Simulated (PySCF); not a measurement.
Job file and geometry (Å, from GFN2-xTB) of an NMR shielding run on SMILES CCC1([SiH](O)O)CC1, C5H12O2Si, GIAO PBE0/pcSseg-1 NMR shielding, non-relativistic, gas phase (PySCF); density fitting, a coarse starting grid and PySCF grid level 2 are the driver's defaults:

```
$ OMP_NUM_THREADS=1 python probes_run.py task.json out

{"job": {"kind": "nmr", "xc": "PBE0", "basis": "pcSseg-1"}, "charge": 0, "multiplicity": 1}
C     -2.212051    -0.479755     0.182908
C     -1.272892     0.150680    -0.838545
C      0.123753     0.342511    -0.279731
Si     1.115459    -1.225986     0.067608
O      0.401553    -2.099711     1.232152
O      2.604211    -0.898250     0.658694
C      0.880873     1.545514    -0.782990
C      0.334014     1.542920     0.606393
H     -2.293598     0.156163     1.061388
H     -3.205243    -0.615020    -0.240487
H     -1.828875    -1.445419     0.497546
H     -1.679234     1.116902    -1.151188
H     -1.218189    -0.489407    -1.723133
H      1.240803    -2.021218    -1.156751
H      0.955326    -2.544610     1.869167
H      3.189315    -0.318083     0.182877
H      0.400000     2.173988    -1.519089
H      1.951335     1.480566    -0.918491
H     -0.518606     2.172194     0.817294
H      1.026897     1.466701     1.431342
```

**Question.** Write the output of this run.

**Answer.** 
```
coarse grid: 16672 points
cycle   1  E = -636.9379732681  dE =  1.103e+00  |g| = 1.002e+00  |ddm| = 3.939e+00
cycle   2  E = -636.7535158609  dE =  1.845e-01  |g| = 1.420e+00  |ddm| = 1.918e+00
cycle   3  E = -637.1235694779  dE = -3.701e-01  |g| = 9.229e-02  |ddm| = 1.296e+00
cycle   4  E = -637.1249997037  dE = -1.430e-03  |g| = 4.458e-02  |ddm| = 1.156e-01
cycle   5  E = -637.1254810429  dE = -4.813e-04  |g| = 8.115e-03  |ddm| = 4.702e-02
cycle   6  E = -637.1254942700  dE = -1.323e-05  |g| = 3.163e-03  |ddm| = 1.068e-02
cycle   7  E = -637.1254965409  dE = -2.271e-06  |g| = 4.829e-04  |ddm| = 2.866e-03
final grid: 154848 points
cycle   8  E = -637.1927001888  dE = -5.496e-05  |g| = 1.075e-02  |ddm| = 3.772e-02
cycle   9  E = -637.1926808757  dE =  1.931e-05  |g| = 1.442e-02  |ddm| = 2.137e-02
cycle  10  E = -637.1927264901  dE = -4.561e-05  |g| = 1.159e-03  |ddm| = 1.246e-02
cycle  11  E = -637.1927267497  dE = -2.596e-07  |g| = 2.504e-04  |ddm| = 1.001e-03
cycle  12  E = -637.1927267624  dE = -1.267e-08  |g| = 5.981e-05  |ddm| = 2.659e-04
cycle  13  E = -637.1927267630  dE = -6.444e-10  |g| = 2.394e-05  |ddm| = 8.404e-05
converged SCF energy = -637.1927267630

GIAO shielding tensors (ppm)
atom      isotropic    diamagn.    paramagn.     s11        s22        s33       span
  0 C      170.874     248.103     -77.229    158.813    167.288    186.522     27.709
  1 C      153.319     245.448     -92.129    130.614    154.558    174.785     44.171
  2 C      173.298     258.928     -85.630    135.460    168.633    215.800     80.340
  3 Si     367.366     880.097    -512.731    330.126    374.982    396.990     66.864
  4 O      292.385     388.283     -95.898    254.412    304.776    317.968     63.557
  5 O      300.664     390.137     -89.474    267.788    304.443    329.759     61.971
  6 C      175.680     254.663     -78.983    142.466    173.731    210.841     68.375
  7 C      178.566     252.761     -74.195    146.321    177.782    211.596     65.275
  8 H       30.683      31.446      -0.763     26.220     29.992     35.838      9.618
  9 H       30.779      28.795       1.984     25.885     27.363     39.091     13.205
 10 H       29.886      30.834      -0.947     23.856     30.736     35.066     11.210
 11 H       31.397      32.682      -1.285     25.395     31.289     37.509     12.114
 12 H       29.575      31.791      -2.216     24.984     28.237     35.505     10.521
 13 H       26.438      29.905      -3.466     23.132     23.759     32.424      9.292
 14 H       29.788      29.915      -0.127     21.027     24.376     43.960     22.934
 15 H       30.692      32.582      -1.890     20.952     27.257     43.867     22.915
 16 H       31.605      33.081      -1.476     25.171     28.727     40.917     15.746
 17 H       31.752      34.011      -2.259     24.972     29.564     40.719     15.747
 18 H       31.479      32.979      -1.500     26.010     27.909     40.517     14.507
 19 H       31.064      33.040      -1.976     24.643     28.750     39.799     15.156
```

**Question.** Turn these shieldings into chemical shifts. Scale: ¹³C (σ = 186.93 ppm), ²⁹Si (σ = 349.16 ppm), ¹H (σ = 31.72 ppm) against TMS; ¹⁷O (σ = 336.08 ppm) vs H2O (reference shieldings calculated alike).

**Answer.** Averaging equivalent atoms: C 1: 33.6; C 0: 16.1; C 2: 13.6; C 6/7: 9.8; Si 3: -18.2; O 4/5: 39.6; H 13: 5.28; H 14/15: 1.48; H 8/9/10: 1.27; H 11/12: 1.23; H 17/19: 0.31; H 16/18: 0.17 ppm. Experimental scales use liquid or dissolved standards, which lie at an offset from isolated H2O (liquid H2O: subtract about 36 ppm).

Size and cost of the density-fitted run: 203 basis functions, 35 s wall time on 1 thread of an Arm Neoverse V1, shared host; peak memory 0.93 GiB.
